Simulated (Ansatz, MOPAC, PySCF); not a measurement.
Molecule: C$_{5}$H$_{7}$Ge (charge 0, doublet). SMILES: [GeH2][C]1=CCC=C1
Coordinates optimised at B3LYP-D3(BJ)/def2-TZVP (Ansatz, a first-principles code):
```xyz
13

Ge     1.6023    -0.0926     0.2626
C     -0.2949     0.0336    -0.0559
C     -1.0788     1.1100     0.2018
C     -2.5077     0.7899    -0.1212
C     -2.4364    -0.6341    -0.5880
C     -1.1632    -1.0549    -0.5384
H      2.2873    -1.0081    -0.7787
H      2.2460     1.3126     0.2788
H     -0.7497     2.0677     0.5782
H     -3.1611     0.9077     0.7524
H     -2.9125     1.4582    -0.8911
H     -3.2925    -1.2054    -0.9151
H     -0.8060    -2.0360    -0.8184
```
Charge 0, spin multiplicity 2.

Unscaled harmonic wavenumbers (cm⁻¹) in rising order, each level at the stationary point that it reaches from this structure (no distance between atoms moves by over 0.3 Å); the order of modes can differ between levels, and a negative number is imaginary. B3LYP-D3(BJ)/def2-TZVP (PySCF, at the structure above): 147, 159, 187, 326, 358, 529, 584, 606, 711, 748, 822, 835, 876, 924, 942, 955, 981, 1082, 1124, 1139, 1252, 1276, 1370, 1410, 1519, 1606, 2061, 2095, 3010, 3030, 3197, 3208, 3223.

AM1 (MOPAC): 127, 148, 170, 185, 321, 336, 430, 541, 619, 737, 776, 830, 903, 910, 971, 1069, 1072, 1108, 1135, 1244, 1292, 1344, 1359, 1387, 1480, 1576, 1928, 1941, 3043, 3111, 3250, 3260, 3268. Zero-point energy 59.9 against 60.5 kcal/mol; where all levels lie over 400 cm⁻¹, the wavenumbers are on average 0.991 times those of B3LYP-D3(BJ)/def2-TZVP.

PM3 (MOPAC): 139, 147, 198, 299, 332, 336, 452, 532, 689, 722, 752, 789, 895, 896, 936, 1012, 1014, 1029, 1081, 1180, 1231, 1344, 1371, 1387, 1486, 1590, 1843, 1905, 2981, 3050, 3126, 3136, 3148. Zero-point energy 58.7 against 60.5 kcal/mol; where all levels lie over 400 cm⁻¹, the wavenumbers are on average 0.970 times those of B3LYP-D3(BJ)/def2-TZVP.

B3LYP/6-31G* with LANL2DZ past Ar (Ansatz): 144, 161, 190, 317, 358, 525, 586, 603, 714, 746, 814, 838, 863, 932, 946, 955, 987, 1084, 1130, 1142, 1260, 1293, 1384, 1445, 1532, 1629, 2025, 2056, 3021, 3045, 3212, 3225, 3239. Zero-point energy 60.6 against 60.5 kcal/mol; where all levels lie over 400 cm⁻¹, the wavenumbers are on average 1.003 times those of B3LYP-D3(BJ)/def2-TZVP.
